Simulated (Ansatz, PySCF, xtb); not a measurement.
Energy difference R1 → P1 + P2, each structure at its B3LYP-D3(BJ)/def2-TZVP stationary point, reached from a drawn start (curvature not checked).
R1, Cl3HSi (SMILES Cl[SiH](Cl)Cl) (charge 0, multiplicity 1):
| atom | x (Å) | y (Å) | z (Å) |
|---|---|---|---|
| Cl | -0.9452 | 1.6794 | -0.5561 |
| Si | 0.0036 | 0.0015 | 0.1142 |
| Cl | -1.0140 | -1.6535 | -0.5107 |
| Cl | 1.9057 | -0.0478 | -0.6240 |
| H | 0.0499 | 0.0204 | 1.5767 |
P1: Cl2Si (SMILES Cl[Si]Cl), charge 0, multiplicity 1.
P2, HCl (SMILES Cl) (charge 0, multiplicity 1):
```json
[
 {"atom": "Cl", "x (Å)": "0.0000", "y (Å)": "0.0000", "z (Å)": "0.6410"},
 {"atom": "H", "x (Å)": "0.0000", "y (Å)": "0.0000", "z (Å)": "-0.6410"}
]
```

P less R. No zero-point or thermal terms.

Frozen-core correlation throughout.

Codes used: Ansatz (Gaussian orbitals); PySCF for the D3/D4 terms; xtb for the GFN methods. All values are computed, each at the level named.

| level | reaction energy (kcal/mol) |
|---|---|
| GFN2-xTB | 57.64 |
| SVWN5/def2-TZVPP | 59.15 |
| PBE-D4/def2-TZVPP | 54.07 |
| revPBE-D3(BJ)/def2-TZVPP | 52.96 |
| BHLYP-D3(BJ)/def2-TZVPP | 59.73 |
| CAM-B3LYP-D4/def2-TZVPP | 57.35 |
| wB97M-V/def2-TZVPP | [?] |
| B2PLYP-D4/def2-TZVPP | [?] |
| MP2/cc-pV(D+d)Z | [?] |

Problem. Fill in the missing entries.

Solution. 
- wB97M-V/def2-TZVPP, reaction energy (kcal/mol): 55.88
- B2PLYP-D4/def2-TZVPP, reaction energy (kcal/mol): 56.65
- MP2/cc-pV(D+d)Z, reaction energy (kcal/mol): 56.32

Ansatz is a program for electronic structure.
